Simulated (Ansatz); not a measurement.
Reaction (formal exchange of groups at the Si–C bond): `OC(F)[SiH2][SiH3]` + `O[SiH](F)S` → `O[SiH](S)[SiH2][SiH3]` + `OC(F)F`

Calculated with Ansatz (gas phase, PBE0-D4/def2-TZVP geometries, no zero-point term in ΔE). CCSD(T)/CBS is the MP2 limit (def2-TZVPP, def2-QZVPP) plus CCSD(T) − MP2 in def2-TZVPP, frozen cores. Each species was taken in one conformer, which may not be the lowest.

`OC(F)[SiH2][SiH3]`:

Cartesian coordinates in Å:
```
O -0.185 -2.435 -0.822
C -0.551 -1.118 -0.664
F -1.695 -1.033 0.138
Si 0.871 -0.159 0.194
Si 0.103 1.967 0.796
H -0.824 -2.880 -1.390
H -0.841 -0.657 -1.619
H 1.310 -0.939 1.380
H 1.995 -0.054 -0.776
H -0.485 2.645 -0.392
H 1.235 2.792 1.297
H -0.932 1.871 1.858
```

`O[SiH](F)S`:

Cartesian coordinates in Å:
```
O 0.196 -1.517 -0.655
Si 0.217 -0.214 0.313
F -1.011 -0.198 1.330
S 0.066 1.534 -0.884
H -0.472 -1.569 -1.341
H 1.443 -0.309 1.119
H -0.438 2.273 0.120
```

`O[SiH](S)[SiH2][SiH3]`:

Cartesian coordinates in Å:
```
O 2.467 -1.004 1.034
Si 1.260 0.046 0.648
S 0.196 0.776 2.367
Si -0.276 -1.087 -0.694
Si -1.958 0.415 -1.313
H 3.076 -0.745 1.730
H 1.802 1.262 -0.021
H 0.859 1.942 2.416
H -0.862 -2.217 0.079
H 0.404 -1.636 -1.900
H -2.862 -0.192 -2.327
H -2.757 0.800 -0.121
H -1.348 1.640 -1.898
```

`OC(F)F`:

Cartesian coordinates in Å:
```
O -0.576 0.587 -0.714
C 0.147 -0.306 -0.012
F -0.496 -0.682 1.120
F 1.327 0.223 0.395
H -0.739 1.361 -0.159
H 0.337 -1.184 -0.630
```

| species | HF/def2-TZVPP energy (Eh) |
| --- | --- |
| `OC(F)[SiH2][SiH3]` | -794.20574 |
| `O[SiH](F)S` | -862.77834 |
| `O[SiH](S)[SiH2][SiH3]` | -1344.00607 |
| `OC(F)F` | -312.92354 |

(1) Work out ΔE.

Largest T1 diagnostic among the species: 0.013.

Answers

(1) ΔE = (-1344.00607) + (-312.92354) − (-794.20574) − (-862.77834) = 0.05447 Eh = +143.0 kJ/mol. CCSD(T)/CBS gives +143.3 kJ/mol.

The D4 term adds −5.4 kJ/mol with B3LYP and −3.4 kJ/mol with PBE0; it sums over pairs of atoms, weighted by their polarisabilities, and B3LYP, whose exchange is more repulsive, gets the larger term.

B3LYP here is the variant with VWN-RPA as its local correlation; programs differ in this.
